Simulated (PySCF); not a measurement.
# How methods differ on the ionisation energy of Pt⁷⁶⁺

Pt⁷⁶⁺ 1s2 (1S) → Pt⁷⁷⁺ 1s1 (2S), as a difference of total energies. Computed with PySCF 2.14 in an even-tempered Gaussian basis (15 s from 240 bohr⁻², ratio 2.2; 7 p from 360 bohr⁻², ratio 2.4; 4 d from 1100 bohr⁻², ratio 2.4; 3 f from 1600 bohr⁻², ratio 2.4; 3 g from 2400 bohr⁻², ratio 2.4), with the non-relativistic Hamiltonian (point nucleus). Correlated levels: nothing frozen; virtual orbitals above 40 to 60 times the deepest correlated orbital energy dropped. The calculations carry no spin-orbit coupling.

| method | ionisation energy (eV) | difference from reference (eV) |
| --- | --- | --- |
| UHF | 81453.5 | -7501.6 |
| MP2 (all electrons) | 81454.7 | -7500.4 |
| SCS-MP2 (all electrons) | 81455.0 | -7500.1 |
| CCSD (all electrons) | 81454.7 | -7500.4 |

Reference: 88955.1 ± 0.3 eV (theoretical estimate listed by NIST; NIST Atomic Spectra Database, ionization energies).

The gap to the reference is mostly relativistic.

With two correlated electrons CCSD is exact in that space.
